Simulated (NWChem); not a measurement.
System: trisilane (Si3H8); SMILES [SiH3][SiH2][SiH3]

```xyz
11

Si    -1.9249     0.0000     0.4313
Si     0.0000     0.0000    -0.9220
Si     1.9249     0.0000     0.4313
H     -3.1803     0.0000    -0.3994
H     -1.9254    -1.2221     1.3107
H     -1.9254     1.2221     1.3107
H      0.0000     1.2211    -1.8066
H      0.0000    -1.2211    -1.8066
H      1.9254    -1.2221     1.3107
H      1.9254     1.2221     1.3107
H      3.1803     0.0000    -0.3994
```
Atoms are numbered in this order, from 1.

Program: NWChem. Coordinates come from a PBE-D3(BJ)/def2-SVP optimisation.

**Question.** Order these by “orbital gap (eV)”, lowest first: Hartree-Fock/def2-SVP; Hartree-Fock/def2-TZVPP; Hartree-Fock/def2-SVPD.

**Answer.** Hartree-Fock/def2-SVPD (12.81), Hartree-Fock/def2-TZVPP (13.33), Hartree-Fock/def2-SVP (13.75)
